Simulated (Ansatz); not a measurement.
Program: Ansatz. Geometries: PBE0-D4/def2-TZVP. ΔE: electronic, gas phase. CCSD(T)/CBS adds triple-zeta CCSD(T) − MP2 to the extrapolated MP2 energy (def2 sets, frozen cores). This one scheme is used for every species. Functionals use def2-TZVPP. One conformer a species, not always the lowest.

Reaction (ligand exchange at the Al–O bond): `O[Si](O)(O)[O][AlH2]` + `C=C(N)[SiH3]` → `C=C([SiH3])[NH][AlH2]` + `O[Si](O)(O)O`

`O[Si](O)(O)[O][AlH2]`:

Cartesian coordinates in Å:
```
O 0.593 0.655 -1.816
Si 0.431 -0.349 -0.540
O 1.826 -0.318 0.307
O 0.078 -1.812 -1.184
O -0.714 0.082 0.507
Al -1.348 1.102 1.696
H 0.093 0.425 -2.600
H 2.635 -0.394 -0.201
H -0.295 -2.467 -0.593
H -2.424 0.470 2.663
H -0.875 2.607 1.761
```

`C=C(N)[SiH3]`:

```xyz
11

C    -1.155   -0.973    0.381
C    -0.168   -0.272   -0.193
N     0.283   -0.491   -1.486
Si    0.576    1.181    0.726
H    -1.517   -0.718    1.367
H    -1.638   -1.806   -0.124
H     1.248   -0.271   -1.668
H     0.000   -1.362   -1.909
H     0.220    2.467    0.070
H     2.063    1.072    0.709
H     0.088    1.173    2.127
```

`C=C([SiH3])[NH][AlH2]`:

Z-matrix (Å, degrees):
```
Si
C 1 1.879
H 1 1.488 2 111.0
H 1 1.484 2 107.7 3 -120.0
H 1 1.488 2 111.0 3 120.0
N 2 1.392 1 119.7 3 -60.0
C 2 1.341 1 117.4 3 120.0
Al 6 1.787 2 132.1 1 -0.0
H 6 1.015 2 111.3 1 180.0
H 7 1.081 2 121.3 1 0.0
H 7 1.088 2 121.7 1 -180.0
H 8 1.580 6 115.3 2 -180.0
H 8 1.578 6 118.3 2 0.0
```

`O[Si](O)(O)O`:

Cartesian coordinates in Å:
```
O -1.277 -0.879 -0.506
Si 0.000 0.000 0.000
O -0.473 1.561 -0.037
O 1.340 -0.097 -0.924
O 0.409 -0.585 1.466
H -1.813 -0.496 -1.201
H 0.223 2.219 -0.045
H 1.901 -0.861 -0.788
H -0.311 -0.862 2.034
```

| species | B2PLYP energy (Eh) |
| --- | --- |
| `O[Si](O)(O)[O][AlH2]` | -835.83511 |
| `C=C(N)[SiH3]` | -424.46116 |
| `C=C([SiH3])[NH][AlH2]` | -667.40232 |
| `O[Si](O)(O)O` | -592.86933 |

Task: Work out ΔE.

Result: ΔE = (-667.40232) + (-592.86933) − (-835.83511) − (-424.46116) = 0.02462 Eh = +15.4 kcal/mol. CCSD(T)/CBS gives +14.6 kcal/mol.

Largest T1 diagnostic among the species: 0.013.

In def2-TZVPP, CCSD(T) changes the Hartree–Fock value by −4.7 kcal/mol (the triples alone add −0.8 kcal/mol) and MP2 by −4.8 kcal/mol. The D4 term adds −1.0 kcal/mol with B3LYP and −0.5 kcal/mol with PBE0; it sums over pairs of atoms, weighted by their polarisabilities, and B3LYP, whose exchange is more repulsive, gets the larger term.

B3LYP here is the variant with VWN-RPA as its local correlation; programs differ in this.
